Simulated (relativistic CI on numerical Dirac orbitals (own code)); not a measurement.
# Rh6+: 3d photoemission

Computed with this model: Dirac-Coulomb-Breit CI, separate exchange-only KLI orbitals for each configuration, model QED (radiative potential, 1s self-energy scaled to tabulated hydrogen-like ionisation energies), valence Slater integrals scaled by 0.9, multiplet model of photoemission in the sudden approximation; configurations [Kr] 4d3 → [Ar] 3d9 4s2 4p6 4d3; 300 K; Lorentzian 0.21 eV and Gaussian 0.5 eV FWHM. Energies are those of the free ion, without screening or charge transfer. The energies are binding energies and can lie tens of eV above those of solids. S is read from ⟨S²⟩ = S(S + 1).

Field parameters in Wybourne normalisation: D3d B²₀ = −7Dσ, B⁴₀ = −14Dq − 21Dτ, B⁴₃ = −14√(10/7) Dq. The field is a parameter set, without covalency.

Computed curve for D3d, 10Dq = 42250, Dσ = -1200, Dτ = 340 cm⁻¹, scaled to 100 at the maximum (points under 2 are left out and the grid is thinned):

| Energy (eV) | Intensity |
| --- | --- |
| 414.2 | 2.1 |
| 414.5 | 3.5 |
| 414.7 | 5.7 |
| 415.0 | 18.5 |
| 415.3 | 62.4 |
| 415.6 | 99.4 |
| 415.8 | 96.7 |
| 416.1 | 82.8 |
| 416.4 | 69.5 |
| 416.7 | 35.0 |
| 416.9 | 15.9 |
| 417.2 | 5.3 |
| 417.5 | 3.1 |
| 417.8 | 2.6 |
| 418.0 | 3.0 |
| 418.3 | 5.7 |
| 418.6 | 11.3 |
| 418.9 | 10.6 |
| 419.1 | 6.7 |
| 419.4 | 4.7 |
| 419.7 | 8.8 |
| 420.0 | 25.5 |
| 420.2 | 41.4 |
| 420.5 | 49.8 |
| 420.8 | 51.0 |
| 421.1 | 50.3 |
| 421.3 | 42.1 |
| 421.6 | 20.7 |
| 421.9 | 9.2 |
| 422.2 | 5.6 |
| 422.4 | 4.2 |
| 422.7 | 2.9 |
| 423.0 | 2.5 |
| 423.3 | 2.7 |
| 423.5 | 2.5 |
| 435.3 | 2.3 |
| 435.6 | 4.1 |
| 435.9 | 3.5 |
| 436.1 | 3.5 |
| 436.4 | 2.5 |

The ground state has S = 1.50, and the centroid lies at 418.38 eV.
